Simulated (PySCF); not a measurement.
This script is equivalent to a calculation on Si³⁺ (silicon, charge +3).

```python
from pyscf import gto, scf, dft, mp, cc
import basis_set_exchange as bse
mol = gto.M(atom="Si 0 0 0", charge=3, spin=1, symmetry="D2h",
            basis=gto.basis.parse(bse.get_basis("aug-cc-pVDZ-DK", elements=["Si"], fmt="nwchem", header=False)),
            nucmod="G")
mf = dft.UKS(mol, xc="M06L").sfx2c1e()
mf.irrep_nelec = {'Ag': (3, 2), 'B1u': (1, 1), 'B2u': (1, 1), 'B3u': (1, 1)}
mf.kernel()
```

Question: What total energy does it give?

Answer: -287.838 hartree (calculated).

Question: Which occupied shell lies highest, and where?

Answer: 3s α, at -40.285 eV.

Question: What is ⟨S²⟩, and what would a pure spin state give?

Answer: 0.750, against 0.75.
